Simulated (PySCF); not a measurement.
Interval between two levels of Ru by level of theory

Ru [Kr] 4d7 5s1 [5F5, M_J = 5] → Ru [Kr] 4d6 5s2 [5D4, M_J = 4], as a difference of total energies. All numbers are calculated (PySCF 2.14, the two-component X2C-1e Hamiltonian, in x2c-TZVPall-2c with one added diffuse shell each of s, p, d type (9s10p8d1f, 86 functions)). Correlated levels: [Ar] 3d10 frozen; the 6 highest virtual spinors dropped. "Screened" scales the spin-orbit matrix elements by Boettger's factors to mimic the two-electron term; Breit and QED terms are absent.

```
                    method  interval between two levels (cm⁻¹)
           GHF (spin-free)                              4981.6
          GMP2 (spin-free)                              5397.3
 GHF (screened spin-orbit)                              5307.5
GMP2 (screened spin-orbit)                              5725.7
```

The spin-free rows relax to the high-spin LS determinant and lack the spin-orbit shift.

Errors of the correlated levels include the incompleteness of this basis and the frozen core.

The labels give the starting determinants; with spin-orbit coupling the two ends relaxed to ⟨J²⟩ = 30.01, ⟨L²⟩ = 12.09, ⟨S²⟩ = 5.98 and ⟨J²⟩ = 20.05, ⟨L²⟩ = 6.10, ⟨S²⟩ = 5.99.

For comparison: 7483.1 cm⁻¹ (measured; NIST Handbook of Basic Atomic Spectroscopic Data (Sansonetti and Martin, J. Phys. Chem. Ref. Data 34, 1559 (2005))).
